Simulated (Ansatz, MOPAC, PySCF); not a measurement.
Isomers of C2H8Ge: 1 is [CH3][GeH2][CH3], 2 is C[CH2][GeH3]; one conformer of each (the lowest of an xTB search), B3LYP-D3(BJ)/def2-TZVP minima.
Isomer 1 (charge 0, multiplicity 1, Z-matrix in Å and degrees):
```
Ge
H 1 1.5449
H 1 1.5449 2 107.96
C 1 1.9673 2 109.63 3 119.39
H 4 1.0897 1 110.72 2 -59.53
H 4 1.0902 5 108.58 1 -121.06
H 4 1.0902 5 108.59 6 -117.88
C 1 1.9673 2 109.63 3 -119.39
H 8 1.0897 1 110.72 2 59.56
H 8 1.0902 9 108.58 1 121.06
H 8 1.0902 9 108.59 10 117.88
```
Isomer 2 (charge 0, multiplicity 1):
```
atom    x (Å)    y (Å)    z (Å)
----  -------  -------  -------
C     -1.4149   0.1097   0.3028
C     -0.2708  -0.3266  -0.6131
Ge     1.5114   0.1086   0.1124
H     -1.3508  -0.3739   1.2799
H     -2.3870  -0.1450  -0.1262
H     -1.4030   1.1887   0.4706
H     -0.3035  -1.4044  -0.7859
H     -0.3553   0.1510  -1.5915
H      2.6262  -0.3530  -0.8463
H      1.7101  -0.5862   1.4747
H      1.6377   1.6311   0.3226
```

No zero-point or thermal terms.

Correlated levels freeze the cores. Filled d and f shells under p-block atoms count as core. Rows in STO-3G carry no dispersion term and start afresh at each structure; the Pople sets are all-electron and without relativity. The state that AM1, PM3, PM7 reach isn't checked; PM7 holds dispersion and hydrogen-bond terms.

Codes used: Ansatz (a program for electronic structure); MOPAC for AM1, PM3, PM7 (differences of heats of formation); PySCF for M06-2X, STO-3G rows, the dispersion terms. 

| level | electronic energy of isomer 2 less that of isomer 1 (eV) |
|---|---|
| AM1 | 0.279 |
| PM3 | 0.554 |
| PM7 | 0.341 |
| HF/STO-3G | 0.462 |
| BLYP-D4/def2-TZVPP | 0.394 |
| r2SCAN-D3(BJ)/def2-TZVPP | 0.420 |
| BHLYP-D3(BJ)/def2-TZVPP | 0.399 |
| M06-2X/def2-TZVPP | 0.457 |
| CCSD/cc-pVTZ | [?] |

**Question.** What belongs in the gaps?

**Answer.** 
- CCSD/cc-pVTZ, electronic energy of isomer 2 less that of isomer 1 (eV): 0.407
